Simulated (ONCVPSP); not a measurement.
## What the settings do to the ONCV potential of hafnium (Hf)

Base potential:

hafnium (Hf), optimised norm-conserving Vanderbilt (ONCV), made with ONCVPSP 4.0.1 (PBE, scalar-relativistic). Core [Kr] 4d10 4f14 5s2, reference 5p6 5d3 6s1. Waves: 6s: rc 2.60 bohr, ncon 4, nbas 8, qcut 2.1 1/bohr, 2 projectors, debl 1.2 Ha; 5p: rc 1.85 bohr, ncon 4, nbas 7, qcut 9.2 1/bohr, 2 projectors, debl 2.3 Ha; 5d: rc 3.10 bohr, ncon 3, nbas 8, qcut 5.6 1/bohr, 2 projectors, debl 2.2 Ha. Local part: polynomial inside 1.85 bohr (lpopt 5, dvloc0 -1 Ha). Core correction: Teter function, parameters optimised by the program.

Cutoffs, loose and tight: the cutoffs (Ha) at which the residual kinetic energy of the hardest occupied pseudo-wave falls to 1 and 0.1 mHa per electron. They do not see the model core or the augmentation charge, which bear on the density cutoff. Test errors are all-electron minus pseudo excitation energies from the reference, over the configurations 5p6 5d2 6s2; 5p6 5d2 6s1; 5p6 5d2 6s0; 5p6 5d0 6s0. A dash means not determined; rows that change the core or the reference have their own tests. The largest error is taken over the tests solved by every variant that gives reliable tests at all: 5p6 5d2 6s0; 5p6 5d2 6s1; 5p6 5d2 6s2.

A true bound ghost makes a file unfit for plane-wave use even where its test errors are small: the radial tests pick states by their node count and pass the ghost by.

| change | outcome | cutoff, loose | cutoff, tight | bound ghosts | GHOST(+) flags above zero | largest test error (meV) |
| --- | --- | --- | --- | --- | --- | --- |
| base | generated | 23 Ha | 29 Ha | s | none | -11 |
| d: rc 3.38 | generated | 23 Ha | 29 Ha | s | none | -14 |
| p: rc 2.42 | generated | 11 Ha | 13 Ha | s | none | -13 |
| core [Kr] 4d10 4f14, valence charge 12; reference 5s2 5p6 5d2 6s2; waves now 5s+6s: rc 1.65 bohr, ncon 4, nbas 7, qcut 9.1 1/bohr, 2 projectors; 5p: rc 1.40 bohr, ncon 4, nbas 8, qcut 6.1 1/bohr, 2 projectors, debl 0.3 Ha; 5d: rc 2.45 bohr, ncon 4, nbas 9, qcut 6.9 1/bohr, 1 projector; local potential polynomial inside 1.05 bohr (lpopt 5, dvloc0 4 Ha) | generated, projector energies reset by the program | 50 Ha | 101 Ha | none | s | +13 over the solved tests; 1 of 4 tests not solved or not reliable |
| s: nproj 1 | generated | 23 Ha | 29 Ha | s | none | -11 |
| p: qcut 6.5 | generated | 9.8 Ha | 17 Ha | s | none | -12 |
| local potential polynomial inside 1.25 bohr (lpopt 5, dvloc0 -1 Ha) | generated | 23 Ha | 29 Ha | s | s | -11 |

What comes out with this change to the base: functional PBEsol?

outcome: generated; cutoff, loose: 23 Ha; cutoff, tight: 29 Ha; bound ghosts: s; GHOST(+) flags above zero: none; largest test error (meV): -7.8.

What comes out with this change to the base: s: qcut 1.9; p: qcut 8.3; d: qcut 5?

outcome: generated; cutoff, loose: 19 Ha; cutoff, tight: 24 Ha; bound ghosts: s; GHOST(+) flags above zero: none; largest test error (meV): -15.
